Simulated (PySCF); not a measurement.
**[TeF5]+, singlet: structure and spectrum**

These are results of B3LYP in PySCF with Te def2-SVP with ECP28, F def2-SVP; scalar-relativistic core potentials, no spin–orbit coupling; density-fitted integrals, not measurements.

The structure is a minimum.

```xyz
6
charge 1 multiplicity 1, angstrom
Te    0.0000    0.0000    0.0000
F     0.0000    0.0000    1.8732
F     0.0000    0.0000   -1.8732
F     1.8646    0.0000    0.0000
F    -0.9323    1.6148    0.0000
F    -0.9323   -1.6148    0.0000
```

```
Point group                                                                   : D3h
Bond lengths                                                                  : Te–F 1.865 Å (×3), Te–F 1.873 Å (×2)
Bond angles                                                                   : F–Te–F 90.0° (×6), F–Te–F 120.0° (×3), F–Te–F 180.0°
Enthalpy at 298.15 K above 0 K                                                : 21.80 kJ/mol
Lowest empty level                                                            : -13.16 eV
Principal quadrupole moments (Buckingham, traceless) about the centre of mass : -2.48, 1.24, 1.24 D Å
Principal polarisabilities                                                    : 30.1, 30.1, 33.6 bohr³
Dipole moment about the centre of mass                                        : 0.00 D
Rotational symmetry number                                                    : 6
Rotational constants                                                          : 0.08507, 0.07253, 0.07253 cm⁻¹
Zero-point energy                                                             : 29.6 kJ/mol
Highest occupied level                                                        : -18.95 eV
Entropy at 298.15 K and 1 bar                                                 : 354.3 J/(mol K)
Heat capacity Cp at 298.15 K                                                  : 103.4 J/(mol K)
```

Harmonic modes (masses in u: Te 129.906, F 18.998):
| symmetry | ω (cm⁻¹) | IR (km/mol, summed over degenerate members) | μ (u) | type |
| --- | --- | --- | --- | --- |
| e' | 66 | 3.5 | 19.24 | bend |
| e' | 244 | 72.4 | 23.43 | bend |
| e'' | 269 | 0.0 | 19.00 | bend |
| a2'' | 272 | 40.8 | 22.84 | bend |
| a1' | 657 | 0.0 | 19.00 | stretch |
| a1' | 671 | 0.0 | 19.00 | stretch |
| e' | 733 | 79.3 | 22.60 | stretch |
| a2'' | 733 | 47.3 | 23.53 | stretch |

In D3h the vibrations span 3e' + e'' + 2a2'' + 2a1'. The a1', e'' modes carry no infrared intensity, as symmetry demands.

Charges (e):
```csv
atom,Mulliken,Löwdin,polar tensor,Mayer order to Te1
Te1,2.00,1.73,2.71,–
"F2,3",-0.20,-0.16,-0.33,0.98
"F4,5,6",-0.20,-0.14,-0.35,1.01
```

Mulliken populations on Te1 (electrons outside its core potential): s 3.34, p 7.91, d 10.75.

Counting electrons, tellurium keeps none of its valence electrons outside its bonds, so the VSEPR class is AX5 and the expected shape is trigonal bipyramidal (D3h), as computed.

Other isomers or separated fragments may lie lower.

The final relaxation and frequency run took 41 s on 2 threads of a shared Arm Neoverse V2 host, with 96 basis functions and 12 gradients; the process peaked at 1.5 GiB. Launch command: `OMP_NUM_THREADS=2 python axn.py task.json out`.
